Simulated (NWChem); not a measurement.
Everything below was run with NWChem. System: BO, charge 0, spin multiplicity 2, at a geometry optimised with UB3LYP/def2-SVP. The structure started from a generated list of species. Its SCF solution wasn't tested for a lower state. Level: UMP2/def2-SVP, 2 core orbitals frozen.

Job file:

```
start mol
memory heap 200 mb stack 900 mb global 1100 mb
geometry units angstroms nocenter noautoz
  B      0.000000     0.000000     0.740548
  O      0.000000     0.000000    -0.462842
  symmetry group C2v
end
basis spherical
  * library def2-svp
end
scf
  uhf
  nopen 1
  maxiter 100
  thresh 1e-7
  semidirect memsize 60000000 filesize 0
  # guess.movecs holds the orbitals of an unrestricted PBE0 run
  vectors input guess.movecs output mol.movecs
end
mp2
  freeze core 2
end
task mp2 energy
```

Part of the output:

```
             Northwest Computational Chemistry Package (NWChem) 7.3.0
             --------------------------------------------------------

                                NWChem Input Module
                                -------------------

 Scaling coordinates for geometry "geometry" by  1.889725989
 (inverse scale =  0.529177249)

 Turning off AUTOSYM since
 SYMMETRY directive was detected!

                             Geometry "geometry" -> ""
                             -------------------------

 Output coordinates in angstroms (scale by  1.889725989 to convert to a.u.)

  No.       Tag          Charge          X              Y              Z
 ---- ---------------- ---------- -------------- -------------- --------------
    1 B                    5.0000     0.00000000     0.00000000     0.74054800
    2 O                    8.0000     0.00000000     0.00000000    -0.46284200

 Effective nuclear repulsion energy (a.u.)      17.5895511513

            Nuclear Dipole moment (a.u.)
            ----------------------------
        X                 Y               Z
 ---------------- ---------------- ----------------
     0.0000000000     0.0000000000     0.0000075589

      Symmetry information
      --------------------

 Group name             C2v
 Group number             16
 Group order               4
 No. of unique centers     2

      Symmetry unique atoms

     1    2


 Summary of "ao basis" -> "" (spherical)
 ------------------------------------------------------------------------------
       Tag                 Description            Shells   Functions and Types
 ---------------- ------------------------------  ------  ---------------------
 *                          def2-svp                  on all atoms

 Summary of "ao basis" -> "ao basis" (spherical)
 ------------------------------------------------------------------------------
       Tag                 Description            Shells   Functions and Types
 ---------------- ------------------------------  ------  ---------------------
 B                          def2-svp                 6       14   3s2p1d
[...]
  AO/Fock/Back tols     =   1.0D-09  1.0D-09  1.0D-09

 GA uses MA = F    GA memory limited = T

 Available:
  local mem=  1.26D+08
 global mem=  1.44D+08
 local disk=  0.00D+00
  mp2_memr nvloc                    21
  nvloc new                    21
   1 passes of   5:        2097152                       4276                    146329.
   1 passes of   5: M    126155340           G      144177632           F     124058188.

 Semi-direct pass number   1 of   1  for UHF alpha       at        0.1s
  vrange nnbf                   406
  mp2_eaftype                    10  avail_ma_in_mb                  1099
 EAF : mp2_eaftype filesize          10      73165.
  mp2_eaf for mointskh                     10
Node 0 wrote      0.3 Mb in      0.0 s     Agg I/O rate:  1258.6 Mb/s
 Done moints_semi at        0.2s
  mp2_eaftype                    10  avail_ma_in_mb                  1089
 EAF : mp2_eaftype filesize          10      73165.
  mp2_eaf for kh                    10
 Done maket at        0.2s
 Done multipass loop at        0.2s

 GA uses MA = F    GA memory limited = T

 Available:
  local mem=  1.26D+08
 global mem=  1.44D+08
 local disk=  0.00D+00
  mp2_memr nvloc                    22
  nvloc new                    22
   1 passes of   4:        2097152                       3843                    122862.
   1 passes of   4: M    126155340           G      144177632           F     124058188.

 Semi-direct pass number   1 of   1  for UHF beta        at        0.2s
  vrange nnbf                   406
  mp2_eaftype                    10  avail_ma_in_mb                  1099
 EAF : mp2_eaftype filesize          10      61431.
  mp2_eaf for mointskh                     10
Node 0 wrote      0.3 Mb in      0.0 s     Agg I/O rate:  1065.1 Mb/s
 Done moints_semi at        0.2s
  mp2_eaftype                    10  avail_ma_in_mb                  1089
 EAF : mp2_eaftype filesize          10      61431.
  mp2_eaf for kh                    10
 Done maket at        0.2s
 Done multipass loop at        0.2s

          -------------------------------------------
          SCF energy                 -99.441630132874
          Correlation energy          -0.239519382308
          Singlet pairs                0.000000000000
          Triplet pairs                0.000000000000
          Total MP2 energy           -99.681149515181
          -------------------------------------------

          ---------------------------------------------------
                    Spin Component Scaled (SCS) MP2
          Same spin pairs                     -0.068110076865
          Same spin scaling factor             0.333333333333
          Opposite spin pairs                 -0.171409305442
          Opposite spin scaling fact.          1.200000000000
          SCS-MP2 correlation energy          -0.228394525486
          Total SCS-MP2 energy               -99.670024658359
          ---------------------------------------------------

 -----------------------
 Performance information
 -----------------------

 Timer overhead =  2.03D-07 seconds/call

               Nr. of calls         CPU time (s)                 Wall time (s)                GFlops
             ---------------    -------------------     ------------------------------   -------------------
Name         Min   Avg   Max    Min     Avg     Max     Min     Avg     Max   Mx/calls   Min     Max     Sum
mp2: moin     2     2     2   7.93E-2 7.93E-2 7.93E-2  7.93E-2 7.93E-2 7.93E-2 3.97E-2   0.0     0.0     0.0
mp2: make     2     2     2   7.15E-3 7.15E-3 7.15E-3  7.15E-3 7.15E-3 7.15E-3 3.58E-3   0.0     0.0     0.0
mp2: tota     1     1     1   0.11    0.11    0.11     0.11    0.11    0.11    0.11      0.0     0.0     0.0

 The average no. of pstat calls per process was 5.00D+00
 with a timing overhead of 1.02D-06s

 Task  times  cpu:        0.2s     wall:        0.2s

 Total times  cpu:        0.2s     wall:        0.2s
```
